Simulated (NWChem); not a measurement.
System: GaH, singlet; SMILES [GaH]

Results from NWChem. Pople sets run with spherical d functions. Low-valent species are run as closed-shell singlets; no triplet was tried in these runs. All runs use the structure optimised with PBE0/def2-SVP. Level PBE/6-31G*: energy and gradient; each run changes one setting, and changes count from the defaults (medium grid, exact Coulomb integrals, symmetry on).

```json
[
 {"setting": "defaults", "size of the energy change (μHa)": "< 10", "largest change of a gradient component (μHa/bohr)": "< 30"},
 {"setting": "Becke weights", "size of the energy change (μHa)": "< 10", "largest change of a gradient component (μHa/bohr)": "200"},
 {"setting": "tight SCF thresholds and tolerances", "size of the energy change (μHa)": "< 10", "largest change of a gradient component (μHa/bohr)": "< 30"},
 {"setting": "extra-fine grid", "size of the energy change (μHa)": "< 10", "largest change of a gradient component (μHa/bohr)": "200"}
]
```
